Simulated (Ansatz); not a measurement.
## C3H10F2Si2: where a starting geometry ends

The starting geometry of this gas-phase triplet was optimised with GFN2-xTB as a singlet; its bonds are those of `C[C@@H](F)[SiH2]C[SiH2]F`.

```xyz
17

C     0.9784   -2.1354   -0.3605
C    -0.0157   -0.9970   -0.2177
C    -0.6501    1.9143    0.6562
F    -1.0576   -1.4207    0.6132
F    -1.4663    1.4859   -2.0430
Si    0.7195    0.5980    0.5623
Si   -1.1823    2.6777   -0.9934
H     1.4213   -2.3726    0.6039
H     0.4892   -3.0286   -0.7451
H     1.7669   -1.8404   -1.0467
H    -0.4941   -0.7988   -1.1830
H     1.1847    0.2547    1.9110
H     1.8479    1.0313   -0.2710
H    -1.5196    1.4644    1.1375
H    -0.3185    2.7138    1.3172
H    -2.4492    3.3910   -0.9086
H    -0.1161    3.4475   -1.6194
```

Task: Where would you expect an optimisation with PBE-D3(BJ)/def2-SVP to take it?

Result: It falls apart into CH6FSi2 + C2H4F. Contacts that open: C2–Si6 (1.92 → 4.20 Å).

The energy falls by 3.63 eV over 60 steps:

```
step  E − E(last) (eV)
   1             3.633
   8             0.247
  14             0.053
  21             0.036
  27             0.034
  34             0.034
  40             0.029
  47             0.014
  53             0.002
  60             0.000
```

Final geometry (Å):

```xyz
17

C     0.1847   -2.8139   -0.6088
C     0.0461   -1.3441   -0.6631
C    -0.3224    2.1997    0.8567
F    -0.9614   -0.8172    0.0898
F    -0.3458    1.4896   -1.9234
Si    1.5689    2.3226    0.7052
Si   -1.2215    2.3091   -0.7845
H     0.2702   -3.1762    0.4387
H    -0.6876   -3.3480   -1.0624
H     1.0917   -3.1270   -1.1622
H     0.3020   -0.7045   -1.5221
H     2.2061    2.6685    2.0289
H     2.1528    1.0436    0.1667
H    -0.5689    1.2249    1.3303
H    -0.6860    3.0162    1.5168
H    -2.5947    1.7060   -0.7452
H    -1.2959    3.7359   -1.2485
```

The end wasn't checked by frequencies. Open shells are spin-unrestricted. The triplet needn't be the ground state. Run with Ansatz 0.2.0, 3.7 min on 4 threads of Arm Neoverse V2, on a shared host.
